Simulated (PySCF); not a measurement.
## Computed spin Hamiltonian

Compound: C6H4F3O (doublet state).
SMILES with atom numbers: `[O:1]=[C:2]([C@@H:3]1[C:4]2[CH2:5][C@@H:6]12)[C:7]([F:8])([F:9])[F:10]` (hydrogens: H11 on C3; H12, H13 on C5; H14 on C6)

Structure used (GFN2-xTB), in Å, numbered top down from 1:
```
atom  x, y, z in Å
O1    -1.0963   -1.3119   -1.3694
C2    -1.0246   -0.3737   -0.6238
C3     0.1719    0.1213    0.0628
C4     1.4700    0.1206   -0.7064
C5     2.4412    0.1148    0.4183
C6     1.3102   -0.9072    0.2713
C7    -2.2931    0.4620   -0.2769
F8    -2.1334    1.7504   -0.6185
F9    -3.3875    0.0164   -0.8822
F10   -2.5267    0.4450    1.0485
H11    0.0030    0.8883    0.8150
H12    3.4396   -0.2342    0.2011
H13    2.3833    0.8645    1.1999
H14    1.2417   -1.9568    0.4380
```

The hyperfine couplings belong to this conformer and change with its torsions.

The calculation used PySCF, UKS B3LYP, pcH-1 on C F H O, non-relativistic, mean-field spin-orbit, GIAO. The structure is a single GFN2-xTB conformer in the gas phase; no vibrational or solvent corrections. The geometry wasn't refined by DFT: couplings that depend on bond lengths, twists or pyramidal angles can differ widely from those at the functional's own minimum. Stability of the SCF solution: not tested.

```json
{
 "g1, g2, g3": "2.00220, 2.00281, 2.00403",
 "g_iso": "2.00301",
 "Form of g": "rhombic: the two nearest values differ by 33 % of g3 − g1",
 "⟨S²⟩": "0.7526 (exact 0.7500)",
 "α and β electrons": "38, 37",
 "HOMO–LUMO gap, α and β orbitals": "5.25, 4.41 eV"
}
```

Hyperfine couplings atom by atom, in G; T1 to T3 are the principal values of the dipolar part (MHz turned into gauss with g_iso; 10 G = 1 mT):

| atom | isotope | a_iso | T1 | T2 | T3 | Mulliken spin population |
| --- | --- | --- | --- | --- | --- | --- |
| O1 | 17O | -0.1 | -0.8 | 0.2 | 0.6 | 0.01 |
| C2 | 13C | 0.3 | -0.6 | -0.6 | 1.2 | 0.00 |
| C3 | 13C | 4.5 | -3.3 | -2.4 | 5.7 | 0.05 |
| C4 | 13C | 203.8 | -20.4 | -19.3 | 39.6 | 0.77 |
| C5 | 13C | 5.2 | -4.1 | -3.2 | 7.3 | 0.08 |
| C6 | 13C | -7.7 | -4.4 | -2.8 | 7.2 | 0.07 |
| C7 | 13C | 0.0 | -0.1 | -0.1 | 0.2 | 0.00 |
| F8 | 19F | 0.2 | -0.7 | -0.4 | 1.1 | 0.00 |
| F9 | 19F | 0.1 | -0.4 | -0.3 | 0.6 | 0.00 |
| F10 | 19F | 1.5 | -1.0 | -0.9 | 1.9 | 0.00 |
| H11 | 1H | -3.0 | -2.2 | -0.9 | 3.1 | -0.01 |
| H12 | 1H | 1.8 | -2.2 | -1.8 | 4.0 | 0.00 |
| H13 | 1H | -3.4 | -2.6 | -0.8 | 3.4 | -0.01 |
| H14 | 1H | 22.1 | -2.5 | -1.7 | 4.2 | 0.02 |

The Mulliken spin populations are largest on C4 (+0.77), C5 (+0.08) and C6 (+0.07). No atom but C4 exceeds +0.15. The angles at C4 add up to 227.1°, so it is pyramidal.

Under fast tumbling the dipolar parts average out, and these isotropic splittings remain: 1 × 1H (H14, I = 1/2, 2 lines) with 2.21 mT, 1 × 1H (H13, I = 1/2, 2 lines) with 0.34 mT, 1 × 1H (H11, I = 1/2, 2 lines) with 0.30 mT, 1 × 1H (H12, I = 1/2, 2 lines) with 0.18 mT and 3 × 19F (F8/F9/F10, I = 1/2, 4 lines) with 0.06 mT.

Class means assume fast exchange of nuclei equivalent by connectivity; if that motion is slow, each nucleus keeps its own coupling.

The 13C coupling of C4 (571.2 MHz) shows only in satellite lines or after enrichment, since that isotope makes up about 1.07 % of natural carbon.

The spin density at the nucleus, in bohr⁻³, is negative for C6 (-0.0191), H13 (-0.0021) and H11 (-0.0019), for instance. A restricted open-shell determinant has no negative spin density anywhere; here it arises because α and β orbitals differ (spin polarisation).
